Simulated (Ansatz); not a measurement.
Computed with Ansatz on PBE0-D4/def2-TZVP structures; ΔE is electronic, products minus reactants. CCSD(T)/CBS is the MP2 limit (def2-TZVPP, def2-QZVPP) plus CCSD(T) − MP2 in def2-TZVPP, frozen cores. DFT in def2-TZVPP. B3LYP here is the variant with VWN-RPA as its local correlation; programs differ in this. def2 core potentials past Kr. For Ge, Sn outer-core shells are correlated without core-valence functions, which leaves a few kJ/mol of doubt a bond. Scalar relativity is left out up to krypton. Each species was taken in one conformer, which may not be the lowest.

Reaction (redistribution): `[Cl][SnH2][GeH3]` + `[SiH3]O[Si](Cl)(Cl)Cl` → `[Cl][SnH2][Si](Cl)(Cl)Cl` + `[SiH3][O][GeH3]`

`[Cl][SnH2][GeH3]`:

```xyz
8

Cl   -2.219   -1.409   -1.051
Sn   -0.951    0.512   -0.605
Ge    1.138   -0.331    0.685
H    -0.623    1.192   -2.134
H    -1.986    1.528    0.293
H     0.685   -1.018    1.979
H     2.055    0.854    1.028
H     1.901   -1.329   -0.196
```

`[SiH3]O[Si](Cl)(Cl)Cl`:

Cartesian coordinates in Å:
```
Si 0.148 1.548 0.512
O 0.416 -0.058 0.245
Si -0.051 -1.434 -0.420
Cl -1.875 -1.971 0.288
Cl 1.294 -2.873 0.033
Cl -0.168 -1.234 -2.436
H 1.265 2.047 1.346
H -1.143 1.716 1.220
H 0.113 2.259 -0.788
```

`[Cl][SnH2][Si](Cl)(Cl)Cl`:

Z-matrix (Å, degrees):
```
Sn
Si 1 2.565
Cl 1 2.333 2 104.3
H 1 1.702 2 113.0 3 -115.2
H 1 1.702 2 113.0 3 115.2
Cl 2 2.045 1 109.6 3 179.9
Cl 2 2.037 1 110.5 3 -60.4
Cl 2 2.037 1 110.5 3 60.2
```

`[SiH3][O][GeH3]`:

Cartesian coordinates in Å:
```
Si 1.280 -0.667 0.570
O -0.226 -0.665 -0.062
Ge -1.354 0.598 -0.598
H 2.254 -0.038 -0.365
H 1.675 -2.076 0.818
H 1.323 0.091 1.852
H -2.606 -0.146 -1.072
H -0.692 1.386 -1.741
H -1.655 1.517 0.597
```

```tsv
level	ΔE (kJ/mol)	difference from CCSD(T)/CBS
PBE0-D4	115.1	-4.5
B3LYP-D4	116.9	-2.7
ωB97M-V	120.8	1.2
B2PLYP	118.1	-1.5
r2SCAN	119.8	0.2
PBE0	116.0	-3.6
HF/def2-TZVPP	126.3	6.7
SCS-MP2/def2-TZVPP	114.9	-4.7
HF/def2-QZVPP	127.4	7.8
HF/CBS(def2)	127.5	7.9
CCSD(T)/CBS	119.6	0
```

Largest T1 diagnostic among the species: 0.012.

In def2-TZVPP, CCSD(T) changes the Hartree–Fock value by −8.9 kJ/mol (the triples alone add −3.2 kJ/mol) and MP2 by −8.7 kJ/mol. From PBE to PBE0 (25 % exact exchange), in def2-TZVPP and without D4, ΔE moves by +7.8 kJ/mol.
